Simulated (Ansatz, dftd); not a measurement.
Species: BH₃S, charge 0, singlet. BH3S (SMILES BS).
B3LYP-D3(BJ)/def2-TZVP minimum from Ansatz (a program for electronic structure):
```
B
H 1 1.1856
H 1 1.1871 2 122.72
S 1 1.7712 2 121.49 3 -180.00
H 4 1.3453 1 99.53 2 0.00
```

Property: atomisation energy (electronic, to ground-state atoms), in kcal/mol. UHF or UKS for unpaired electrons; spin-orbit terms are left out. Cores are frozen in correlated methods. Rows without X2C or -DK are non-relativistic. CBS(X,Y): correlation extrapolated as X^-3, Hartree-Fock from the larger set (Q,5: extrapolated as (X+1)exp(-9√X)). A bracket is a step between two methods taken in the basis named. Functionals run without relativity, which enters their misses. 'core' is core correlation in cc-pwCVTZ (1s frozen past Ne), 'X2C' scalar relativity in cc-pVTZ-DK, both at CCSD(T). For partners of very few electrons the exact lower level stands in for a higher one.

Compared with CCSD(T)/CBS(cc-pV(Q+d)Z,cc-pV(5+d)Z) + [CCSDT(Q) - CCSD(T)]/cc-pV(T+d)Z + [CCSDTQ - CCSDT(Q)]/cc-pV(D+d)Z + core + X2C (Ansatz): 376.3 kcal/mol.

Q: Rank these levels by how close they come to it, closest first: r2SCAN/def2-TZVPD (Ansatz); CCSD/CBS(cc-pV(Q+d)Z,cc-pV(5+d)Z) (Ansatz); B3LYP/def2-TZVPD (Ansatz); PBE-D4/def2-TZVPD (Ansatz + dftd4); B3LYP-D3(BJ)/def2-TZVPD (Ansatz + dftd3).

A: B3LYP/def2-TZVPD (375.7 kcal/mol, difference -0.6), B3LYP-D3(BJ)/def2-TZVPD (378.5 kcal/mol, difference 2.2), r2SCAN/def2-TZVPD (379.5 kcal/mol, difference 3.2), PBE-D4/def2-TZVPD (380.2 kcal/mol, difference 3.9), CCSD/CBS(cc-pV(Q+d)Z,cc-pV(5+d)Z) (370.0 kcal/mol, difference -6.3)
